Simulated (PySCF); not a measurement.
C₄H₅F₃OS.
Cartesian coordinates in Å at the GFN2-xTB level; atoms count from 1:
```
atom  x, y, z in Å
C1     3.123    0.283    0.117
S2     1.429    0.950    0.024
C3     0.544   -0.486    0.460
C4    -0.779   -0.543    0.551
O5    -1.551    0.602    0.295
C6    -2.853    0.419    0.246
F7    -3.459    1.564   -0.028
F8    -3.240   -0.470   -0.690
F9    -3.380   -0.042    1.398
H10    3.315   -0.089    1.118
H11    3.792    1.108   -0.105
H12    3.250   -0.502   -0.622
H13    1.133   -1.362    0.670
H14   -1.323   -1.432    0.826
```

The closed-shell SCF was solved with PySCF and density fitting under several settings on one GFN2-xTB geometry (grid level 2 and gas phase unless stated).

```csv
settings,basis functions,SCF cycles,E (Eh),HOMO (eV),LUMO (eV),dipole (D)
BP86/def2-SVP,155,15,-927.8726,-5.19,-0.90,3.72
"PBE0/pcSseg-1, fitting basis def2-qzvpp-jkfit",185,10,-927.6154,-6.41,-0.11,4.04
```

Estimate the rows for these settings: (1) PBE0/aug-cc-pVDZ; (2) BP86/MINI, grid level 4; (3) BHandHLYP/def2-SVP, fitting basis def2-universal-jkfit.

```json
{"settings": "PBE0/aug-cc-pVDZ", "basis functions": "256", "SCF cycles": "14", "E (Eh)": "-927.7525", "HOMO (eV)": "-6.39", "LUMO (eV)": "-0.25", "dipole (D)": "3.96"}
{"settings": "BP86/MINI, grid level 4", "basis functions": "54", "SCF cycles": "14", "E (Eh)": "-922.5656", "HOMO (eV)": "-6.71", "LUMO (eV)": "-2.41", "dipole (D)": "3.22"}
{"settings": "BHandHLYP/def2-SVP, fitting basis def2-universal-jkfit", "basis functions": "155", "SCF cycles": "10", "E (Eh)": "-927.5842", "HOMO (eV)": "-7.28", "LUMO (eV)": "1.17", "dipole (D)": "4.11"}
```

Over all rows, what range does the HOMO–LUMO gap span?

From 4.29 eV (BP86/def2-SVP) to 8.45 eV (BHandHLYP/def2-SVP, fitting basis def2-universal-jkfit). The functional of the narrowest has no exact exchange, that of the widest 50 % exact exchange.

And the dipole moment?

From 3.22 D (BP86/MINI, grid level 4) to 4.11 D (BHandHLYP/def2-SVP, fitting basis def2-universal-jkfit); the largest is 1.28 times the smallest, and the median is 3.96 D.

Compare two rows with the functional PBE0: PBE0/aug-cc-pVDZ and PBE0/pcSseg-1, fitting basis def2-qzvpp-jkfit. Which energy is lower, and by how much?

PBE0/aug-cc-pVDZ (256 functions) lies 0.1371 Eh or 86 kcal/mol below PBE0/pcSseg-1, fitting basis def2-qzvpp-jkfit (185 functions).

Whole jobs, the steps after the SCF included, on one thread, Arm Neoverse N1 (aarch64), no GPU (shared host):

```json
{"settings": "BP86/def2-SVP", "work after the SCF": "spin–spin couplings from 8 perturbed nuclei, spin–dipole term for 3 of them", "wall time": "43 s", "peak memory": "0.59 GiB"}
{"settings": "PBE0/pcSseg-1, fitting basis def2-qzvpp-jkfit", "work after the SCF": "shieldings, charges and field gradients", "wall time": "39 s", "peak memory": "0.79 GiB"}
{"settings": "PBE0/aug-cc-pVDZ", "work after the SCF": "spin–spin couplings from 8 perturbed nuclei, spin–dipole term for 3 of them", "wall time": "2.0 min", "peak memory": "1.1 GiB"}
{"settings": "BP86/MINI, grid level 4", "work after the SCF": "shieldings, charges and field gradients, density and orbital grids written", "wall time": "33 s", "peak memory": "0.46 GiB"}
{"settings": "BHandHLYP/def2-SVP, fitting basis def2-universal-jkfit", "work after the SCF": "shieldings", "wall time": "28 s", "peak memory": "0.73 GiB"}
```

Cycle counts include a coarse-grid stage where the run had one.

One conformer stands for the species.
